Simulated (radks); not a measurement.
Isoelectronic series with 4 electrons, each ion in its NIST ground configuration. Calculated with a radial shooting solver on a logarithmic mesh with Libxc functionals: scalar-relativistic Kohn-Sham, PBE, spin-polarised, spherical densities, finite nucleus; Fermi nuclear charge, rms radius of each element as measured or else 0.836 A^(1/3) + 0.57 fm. Total energies (hartree) and mean radii <r> (bohr):

| ion | configuration | E (hartree) | 2s | 1s |
|---|---|---|---|---|
| Be | [He] 2s2 | -14.63287 | 2.603 | 0.4208 |
| F5+ | [He] 2s2 | -88.06536 | 0.8044 | 0.1754 |
| Si10+ | [He] 2s2 | -224.41967 | 0.4794 | 0.1105 |
| K15+ | [He] 2s2 | -424.27179 | 0.3411 | 0.08044 |
| Cr20+ | [He] 2s2 | -688.49325 | 0.2642 | 0.06311 |
| Cu25+ | [He] 2s2 | -1018.25787 | 0.2151 | 0.05181 |
| Se30+ | [He] 2s2 | -1415.06657 | 0.1810 | 0.04383 |
| In45+ | [He] 2s2 | -3028.47256 | 0.1209 | 0.02957 |

Estimate the row of Ru40+ ([He] 2s2).

Answer. E (hartree) -2417.67398; 2s 0.1364; 1s 0.03327.
